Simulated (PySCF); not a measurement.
Ce(SH)4 at several levels of theory

Computed with PySCF 2.14.0 (density fitting, no spin-orbit coupling) at the geometry relaxed with PBE:

```xyz
9
Ce(SH)4 (singlet)
Ce    0.0000    0.0000    0.0000
S     1.6394    1.3395    1.5207
H     2.7366    1.0129    0.7731
S    -1.6394   -1.3395    1.5207
H    -2.7366   -1.0129    0.7731
S     1.3395   -1.6394   -1.5208
H     1.0131   -2.7367   -0.7730
S    -1.3395    1.6394   -1.5208
H    -1.0131    2.7367   -0.7730
```

```csv
level,basis,state,HOMO (eV),gap (eV),charge on Ce1 (e),population of f-type functions on Ce1 (polarisation alone where 4f lies in the core),dipole about the centre of mass (D),largest force component (eV/Å)
PBE,"Ce lcecp-2-SVP with ECP46, S def2-SVP, H def2-SVP",singlet,–,–,0.74,0.07,0.00,0.01
B3LYP,the same,singlet,–,–,0.86,0.07,0.00,0.24
BLYP,the same,singlet,–,–,0.69,0.07,0.00,0.19
TPSS,the same,singlet,–,–,0.90,0.07,0.00,0.19
```

In the lcecp rows the 4f levels are missing from HOMO and gap, and the state counts the valence alone.

Charges are Mulliken's, which hang on the basis. The relaxation used the grid (50, 194), these runs (75, 302) or, all-electron (x2c bases, spin-free X2C Hamiltonian), (99, 590).

**Question.** What does HF with Ce lcecp-2-SVP with ECP46, S def2-SVP, H def2-SVP give here?

**Answer.** state singlet, charge on Ce1 (e) 1.45, population of f-type functions on Ce1 (polarisation alone where 4f lies in the core) 0.09, dipole about the centre of mass (D) 0.00, largest force component (eV/Å) 0.69. Time: 14 s on 2 threads of Intel(R) Xeon(R) Processor @ 2.50GHz (Skylake/Cascade Lake), with other jobs on the host, from an already converged density.

No frequency check is given that shows the relaxed geometry to be a minimum.
